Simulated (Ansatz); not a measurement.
Stepwise reaction of `C[O][Mg][O]C` with hydrogen chloride, as a gas-phase model of exchange steps in deposition or etching. ΔE in kJ/mol.

Isolated molecules relaxed with PBE0-D4/def2-TZVP in Ansatz; ΔE leaves out vibrations. CCSD(T)/CBS is the MP2 limit (def2-TZVPP, def2-QZVPP) plus CCSD(T) − MP2 in def2-TZVPP, frozen cores. This one scheme is used for every species. Functionals use def2-TZVPP. B3LYP here is the variant with VWN-RPA as its local correlation; programs differ in this. For Mg outer-core shells are correlated without core-valence functions, which leaves a few kJ/mol of doubt a bond. Each species was taken in one conformer, which may not be the lowest.

```csv
step,reaction,PBE-D4,B3LYP-D4,ωB97M-V,CCSD(T)/CBS
1,`C[O][Mg][O]C` + HCl → `C[O][Mg][Cl]` + CH₃OH,-84.7,-83.4,-87.5,-83.2
2,`C[O][Mg][Cl]` + HCl → `[Cl][Mg][Cl]` + CH₃OH,-80.1,-78.1,-82.2,-77.4
```

Problem. By hand: ΔE of the 2 steps together at CCSD(T)/CBS.

Solution. (-83.2) + (-77.4) = -160.6 kJ/mol, or -80.3 kJ/mol a step.

In ΔE each step is higher than the one before. All are downhill at CCSD(T)/CBS. PBE-D4 differs from CCSD(T)/CBS by -2.7 to -1.5 kJ/mol a step. Isolated molecules leave out the surface, adducts and barriers. Largest T1 diagnostic: 0.011.
